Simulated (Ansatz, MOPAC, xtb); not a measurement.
Dimer: hydrogen isocyanide (SMILES [C-]#[NH+]) (first 3 atoms) with hydrogen isocyanide (SMILES [C-]#[NH+]); geometry from B3LYP-D3(BJ)/def2-TZVP, rigid monomers moved along the line of their centres of mass till H3···C4 is 1.85 Å.
(charge 0, multiplicity 1):
```xyz
6

C     -0.2166     0.3936    -1.1305
N     -0.1158     0.3302     0.0263
H     -0.0279     0.2747     1.0361
C      0.1313     0.1747     2.8745
N      0.2315     0.1125     4.0271
H      0.3179     0.0588     5.0205
```

Monomers are frozen at their geometry in the pair; levels with a basis set take the counterpoise correction.

Frozen-core correlation. CBS: X⁻³ extrapolation of the correlation energy, Hartree–Fock from the larger set. The state reached by PM7 isn't checked; PM7 holds dispersion and hydrogen-bond terms.

Codes used: Ansatz (Gaussian orbitals); MOPAC for PM7 (differences of heats of formation); xtb for the GFN methods. Each number belongs to the level named beside it.

**Question.** Give the interaction energy at the level GFN-FF.

**Answer.** 2.7 kcal/mol

**Question.** Give the interaction energy at the level CCSD(T)/CBS(aug-cc-pVDZ, aug-cc-pVTZ).

**Answer.** -6.5 kcal/mol

**Question.** What interaction energy does PM7 give?

**Answer.** -1.0 kcal/mol

Ansatz is a program for electronic structure.
